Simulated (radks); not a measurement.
Values are calculated unless marked as measured or tabulated.
Neutral molybdenum inside a hard spherical wall (all orbitals vanish at R), configuration held at [Kr] 4d5 5s1 and not refilled when levels cross. Level of theory: scalar-relativistic Kohn-Sham, PBE, spin-polarised, spherical densities, point nucleus; open shells are filled with parallel spins first (spin-orbit coupling, left out, can overturn this in heavy ions) (a radial shooting solver on a logarithmic mesh with Libxc functionals). Eigenvalues in eV for spin up, with the zero of energy where the potential of the charges vanishes at infinity; a dash marks a level that is unbound or too diffuse for the functional's potential to be trusted. A positive occupied level is held by the wall or, in an anion where self-interaction has pushed it up, behind a barrier. The pressure on the wall is -dE/dV.

R (bohr)  E (hartree)  kinetic (hartree)    e(4s)    e(4p)   e(5s)   e(4d)  e(5p, empty)  e(6s, empty)  pressure (GPa)
free      -4048.78913           4174.680  -64.800  -39.088  -4.613  -4.571        -1.300             -               0
20        -4048.78913           4174.680  -64.800  -39.088  -4.613  -4.571        -1.300             -        < 0.0001
15        -4048.78913           4174.680  -64.800  -39.088  -4.613  -4.570        -1.293         0.250        < 0.0001
8         -4048.78439           4174.716  -64.553  -38.844  -4.382  -4.350        -0.609         4.840           0.190
7         -4048.77494           4174.774  -64.227  -38.523  -4.047  -4.064         0.060         7.958           0.747
3.5       -4047.83941           4178.471  -54.329  -29.086  13.149   5.616        23.552        77.540             260
1.5       -4002.54862           4317.103   62.495   98.218  387.86  157.00        420.11        875.95          130000
